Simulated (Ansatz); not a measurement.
Consider the ligand exchange at the Si–O bond: `O[Si]1(O[SiH3])CO1` + H₂S → `O[Si]1(S)CO1` + `O[SiH3]`.

Isolated molecules relaxed with PBE0-D4/def2-TZVP in Ansatz; ΔE leaves out vibrations. CBS: MP2 limit from def2 TZ/QZ plus the TZ coupled-cluster correction, frozen cores. This one scheme is used for every species. Functionals use def2-TZVPP. B3LYP here is the variant with VWN-RPA as its local correlation; programs differ in this. Each species was taken in one conformer, which may not be the lowest.

**Question.** Is it downhill or uphill in electronic energy at CCSD(T)/CBS, and by how much? (Estimate.)

**Answer.** The calculation gave: Uphill: ΔE = +15.0 kcal/mol.

**Question.** What do these levels give: PBE-D4, r2SCAN-D4, B3LYP-D4, ωB97M-V, B3LYP, HF/def2-TZVPP, MP2/def2-TZVPP, CCSD/def2-TZVPP, CCSD(T)/def2-TZVPP, MP2/def2-QZVPP, MP2/CBS(def2), CCSD/CBS(def2)? (An estimate is asked.)

**Answer.** The calculation gave: PBE-D4 10.8, r2SCAN-D4 13.8, B3LYP-D4 15.4, ωB97M-V 14.7, B3LYP 15.0, HF/def2-TZVPP 19.8, MP2/def2-TZVPP 14.4, CCSD/def2-TZVPP 16.5, CCSD(T)/def2-TZVPP 15.6, MP2/def2-QZVPP 14.3, MP2/CBS(def2) 13.9, CCSD/CBS(def2) 16.0 kcal/mol.

Largest T1 diagnostic among the species: 0.013.

In def2-TZVPP, CCSD(T) changes the Hartree–Fock value by −4.2 kcal/mol (the triples alone add −0.9 kcal/mol) and MP2 by −5.3 kcal/mol. From PBE to PBE0 (25 % exact exchange), in def2-TZVPP and without D4, ΔE moves by +1.6 kcal/mol.
